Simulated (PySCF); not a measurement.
Gas-phase equilibrium of 1 mol AsH₃, 19 mol H₂ at 1400 K and 10.0 bar, among 7 species (As, AsH₃, As₂, H, H₂, As₄, AsH₂). Only gases are allowed; each row takes one source of thermochemistry for all species, and Cantera finds the minimum.

Method: PySCF energies plus ideal-gas RRHO corrections (1 bar). † marks an energy on the PBE0/def2-TZVP geometry and frequencies; other levels use their own. CCSD(T) freezes the core. 6-31G* has spherical d functions here. Open shells (unrestricted) among the columns below: As (multiplicity 4), AsH₂ (multiplicity 2); the rest are closed-shell singlets. B3LYP is the form with VWN-RPA correlation. As: all electrons, no relativistic terms. AsH₂: computed as isolated molecules; such fragments, hydroxides, amides, oligomers or adducts are transient or little studied in the gas. CCSD(T) isn't extrapolated to the basis-set limit. The harmonic model lacks anharmonicity and excited electronic states, which grow with temperature; levels with a mode under 35 cm⁻¹ are left out.

Molecules larger than those listed are left out.

With B3LYP/6-31G* thermochemistry: H₂ 0.98, As₂ 0.016, As₄ 0.0041, AsH₃ 0.00014, AsH₂ 0.00011, As 3.4e-6.

**Question.** How far does the composition move with the other sources (B3LYP/def2-TZVP†, CCSD(T)/def2-TZVPP†, PBE0/def2-TZVP, LDA/def2-TZVP†, ωB97X-V/def2-TZVP†)?

**Answer.** 
```tsv
thermochemistry	x H₂	x As₂	x As₄	x AsH₃	x AsH₂	x As
B3LYP/6-31G*	0.98	0.016	0.0041	0.00014	0.00011	3.4e-6
B3LYP/def2-TZVP†	0.98	0.018	0.0029	0.00016	0.00012	1.9e-6
CCSD(T)/def2-TZVPP†	0.98	0.010	0.0067	0.00013	5.7e-5	7.4e-6
PBE0/def2-TZVP	0.99	0.0011	0.011	0.00018	8.4e-5	1.6e-6
LDA/def2-TZVP†	0.99	0.00024	0.012	0.00045	1.3e-5	1.1e-9
ωB97X-V/def2-TZVP†	0.99	0.0018	0.011	0.00045	0.00014	6.8e-7
```
The most sensitive of these is As: it spans a factor of 10^3.8 over these rows; at this temperature one factor of ten is RT ln 10 = 27 kJ/mol.
